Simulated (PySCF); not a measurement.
Compound: C3H5BF2S.
Atom-mapped SMILES: `[CH3:1][S:2]/[C:3]([BH:4][F:5])=[CH:6]\[F:7]` (hydrogens: H8, H9, H10 on C1; H11 on B4; H12 on C6)

Theory: PBE0-D3(BJ)/def2-SVP geometry optimisation, gas phase (PySCF).

List the bond lengths, angles and torsions at this level.

```csv
bond,length (Å)
C1–S2,1.805
S2–C3,1.759
C3–B4,1.542
B4–F5,1.324
C3=C6,1.350
C6–F7,1.320
"C1–H8, C1–H9, C1–H10",1.098
B4–H11,1.211
C6–H12,1.093
```

Bonds in one row agree within 0.01 Å and their mean is given. A selection of angles:
```csv
angle,degrees
S2–C1–H8,112.2
S2–C1–H9,104.4
H8–C1–H9,108.9
C1–S2–C3,104.3
S2–C3–B4,130.0
S2–C3–C6,118.3
B4–C3–C6,111.7
C3–B4–F5,122.7
C3–B4–H11,120.0
F5–B4–H11,117.2
C3–C6–F7,122.9
C3–C6–H12,123.8
F7–C6–H12,113.3
```

Dihedral angles: C1–S2–C3–B4 2° (synperiplanar); S2–C3–B4–F5 2° (synperiplanar); S2–C3–C6–F7 0° (synperiplanar). The mirror-image conformer, all signs reversed, is as good.

Of the pairs four or more bonds apart, C1···F5 is among the closest relative to their van der Waals radii: 2.89 Å, 91 % of the sum of Bondi's values. B4 (three-coordinate boron) is planar (angles 122.7°, 120.0° and 117.2°, sum 360.0°, 0.00 Å off the plane of its three neighbours). The C–S distances run from 1.759 Å (S2–C3, drawn single) to 1.805 Å (C1–S2, drawn single), a spread of 0.046 Å. The 7 heavy atoms lie in one plane (0.018 Å rms).

Point group: near Cs, missed by 0.12 Å at most; the miss may be what the optimiser left on a soft mode. Whether it is a minimum is left open (no frequencies). The numbers are those of one conformer.

Time: 65 s wall; peak memory 0.54 GiB. Hardware: an Arm Neoverse V1 with one thread, no GPU, shared host with 32 logical CPUs at a one-minute load of 15. This is the geometry optimisation.
